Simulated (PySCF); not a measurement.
but-1-yne (C₄H₆), SMILES C#CCC.

Geometry: B3LYP-D3(BJ)/def2-SVP.

Two levels are set side by side: TDA-PBE/def2-SVPD (PySCF) and TDA-CAM-B3LYP/def2-SVPD (PySCF). Vertical, same geometry. The lowest singlet is HOMO→LUMO 98 % with PBE and HOMO→LUMO+4 31 %, HOMO−1→LUMO+2 25 %, HOMO→LUMO 17 %, HOMO→LUMO+1 16 % with the other functional; states are paired by order. Differences are taken from unrounded values.

```tsv
quantity	TDA-CAM-B3LYP	TDA-PBE	TDA-PBE minus TDA-CAM-B3LYP
lowest singlet excitation (eV)	6.53	6.32	-0.21
lowest triplet excitation (TDA) (eV)	5.35	5.35	0.00
```

Functionals without exact exchange tend to place singlet excitations lower, as here. Differences between two approximate levels are no errors against the true value.

Rough cost on one machine, each run with all the roots and properties that it gave: TDA-CAM-B3LYP against TDA-PBE about 3 times.
